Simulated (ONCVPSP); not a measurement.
**Ta, ONCV: configuration errors across variants**

* Element: tantalum (Ta)
* Generator: ONCVPSP 4.0.1
* Type: optimised norm-conserving Vanderbilt (ONCV)
* Functional: PBE
* Relativity: scalar-relativistic
* Frozen core: [Kr] 4d10 4f14 5s2
* Valence charge: 11
* Reference configuration: 5p6 5d3 6s2
* Partial waves: 6s: rc 3.05 bohr, ncon 4, nbas 8, qcut 2.2 1/bohr, 2 projectors, debl 0.4 Ha; 5p: rc 1.85 bohr, ncon 4, nbas 7, qcut 8.6 1/bohr, 3 projectors, debl 3 Ha; 5d: rc 2.00 bohr, ncon 5, nbas 9, qcut 4.4 1/bohr, 1 projector
* Local potential: polynomial inside 1.80 bohr (lpopt 5, dvloc0 0 Ha)
* Core correction: Teter function fitted to the true core (icmod 2), fcfact 0.5

All-electron excitation energies from the reference (eV): (1) 5p6 5d3 6s1 8.468; (2) 5p6 5d3 6s0 23.440; (3) 5p6 5d2 6s0 47.044; (4) 5p6 5d2 6s2 7.681.

A true bound ghost makes a file unfit for plane-wave use even where its test errors are small: the radial tests pick states by their node count and pass the ghost by.

Errors AE − PS in meV (a dash: test not solved or not reliable):

```csv
change,(1),(2),(3),(4),bound ghosts,GHOST(+) flags above zero
base,-6.5,-21,-21,-3.0,s,none
"local potential polynomial inside 1.80 bohr (lpopt 5, dvloc0 -2.5 Ha)",-6.4,-21,-18,-2.1,s,none
"local potential polynomial inside 1.80 bohr (lpopt 5, dvloc0 -0.5 Ha)",-6.5,-21,-21,-3.1,s,none
"local potential polynomial inside 1.80 bohr (lpopt 5, dvloc0 1 Ha)",-6.8,-21,-22,-4.7,s,none
"local potential polynomial inside 1.80 bohr (lpopt 5, dvloc0 2.5 Ha)",-6.4,-21,-24,-2.8,none,s
"local potential polynomial inside 1.80 bohr (lpopt 5, dvloc0 4.5 Ha)",-6.5,-21,-26,-3.7,none,"s, p"
"local potential polynomial inside 1.80 bohr (lpopt 5, dvloc0 8 Ha)",-6.5,-21,-28,-4.5,none,none
"local potential polynomial inside 1.80 bohr (lpopt 5, dvloc0 9.5 Ha)",-6.5,-21,-29,-4.8,none,none
```

Problem. Give the same row for: local potential polynomial inside 1.80 bohr (lpopt 5, dvloc0 6 Ha).

Solution. -6.5, -21, -27, -4.1; bound ghosts: none; GHOST(+) flags above zero: p.
